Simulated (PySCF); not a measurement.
A calculated (LDA, PySCF 2.14, pcseg-2, no relativity, point nucleus) atom or ion has these occupied shells.

```tsv
shell	electrons	orbital energy (eV)	rms radius, mean of both spins (bohr)
1s α	1	-908.79	0.184
1s β	1	-904.61	0.184
2s α	1	-105.56	0.878
2s β	1	-97.602	0.878
2p α	3	-83.822	0.832
```

Problem. Name the element and its charge.

Solution. Ne(3+) (neon, charge +3), in [He] 2s2 2p3, high-spin 4S determinant.
